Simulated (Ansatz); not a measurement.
CdO₂⁻. The state is a quartet with charge -1. Geometry B3LYP-D4/def2-TZVPD.

```xyz
3

Cd   -0.186    1.503    1.783
O     0.138   -0.606   -1.480
O     0.048   -0.898   -0.304
```

In the def2 sets Cd takes a core potential; there is no spin–orbit coupling. LC-ωPBE has ω = 0.4 bohr⁻¹. The structure holds 1 bond(s) between oxygen atoms. At HF/def2-TZVPD, BLYP-D4/def2-TZVPD, PBE0-D4/def2-TZVPD, r2SCAN0-D4/def2-TZVPD and others the highest occupied level of the charge -1 quartet lies above zero (up to 2.77 eV). The electron is either unbound and held by the finite basis, or the level is raised by self-interaction error. In the quartet geometry the species has come apart into loosely held pieces. At PBE0-D4/def2-TZVPD a doublet of charge -1 lies 1.93 eV below the quartet, each at its own geometry. The structure comes from a short search, and lower isomers may exist.

Question: Estimate the α-spin orbital energies around the gap (eV) in Ansatz with HF/def2-TZVPD, BLYP-D4/def2-TZVPD, PBE0-D4/def2-TZVPD, r2SCAN0-D4/def2-TZVPD, LC-ωPBE/def2-TZVPD.

Answer: 
```csv
orbital,HF/def2-TZVPD,BLYP-D4/def2-TZVPD,PBE0-D4/def2-TZVPD,r2SCAN0-D4/def2-TZVPD,LC-ωPBE/def2-TZVPD
HOMO−9,-17.22,-8.79,-11.48,-11.98,-14.78
HOMO−8,-14.21,-6.63,-8.66,-8.80,-10.96
HOMO−7,-14.21,-6.62,-8.66,-8.80,-10.96
HOMO−6,-14.09,-6.52,-8.55,-8.68,-10.83
HOMO−5,-14.09,-6.52,-8.54,-8.68,-10.82
HOMO−4,-14.05,-6.48,-8.51,-8.64,-10.78
HOMO−3,-11.71,-2.37,-4.99,-5.65,-8.25
HOMO−2,-11.71,-2.27,-4.91,-5.59,-8.22
HOMO−1,-3.03,-1.04,-1.69,-1.74,-3.73
HOMO,1.05,2.77,2.20,2.18,0.65
LUMO,5.11,3.04,3.63,3.76,5.03
LUMO+1,5.70,3.24,3.71,3.91,5.39
LUMO+2,5.73,3.46,3.88,4.05,5.48
LUMO+3,6.53,4.56,4.89,5.20,6.32
LUMO+4,6.76,5.10,5.34,5.62,6.66
LUMO+5,7.22,5.29,5.63,5.84,7.02
β HOMO,-2.09,-0.89,-1.23,-1.26,-2.97
β LUMO,5.14,-0.15,0.90,1.10,3.16
```
